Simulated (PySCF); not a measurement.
**Titanium: a sound run and one with changed settings**

Sound run: Ti [Ar] 3d2 4s2, Ti+ [Ar] 3d2 4s1. Computed with PySCF 2.14 in jorge-DZP-DKH, with the spin-free X2C one-electron Hamiltonian (Gaussian nucleus). The sound run starts from symmetry-adapted Hartree-Fock orbitals and uses a fine grid where one is needed.

Changed run: radial step 0.3 in ln r (0.13 in the sound run). This setting is unsound on purpose.

```tsv
species	method	sound run (hartree)	changed run (hartree)	converged
Ti	UHF	-852.71654	-852.71654	yes
Ti	PBE0	-853.48809	-853.49061	yes
Ti	PBE	-853.45693	-853.46008	yes
Ti+	UHF	-852.51355	-852.51355	yes
Ti+	PBE0	-853.24842	-853.25079	yes
Ti+	PBE	-853.21353	-853.21647	yes
```

Ionisation energy of Ti:

```csv
method,sound run (eV),changed run (eV)
UHF,5.524,5.524
PBE0,6.522,6.526
PBE,6.623,6.629
```

A coarse radial grid mis-integrates the density and the exchange-correlation energy, with errors of either sign; Hartree-Fock needs no grid.

For comparison, NIST gives 6.828 eV between the lowest levels.
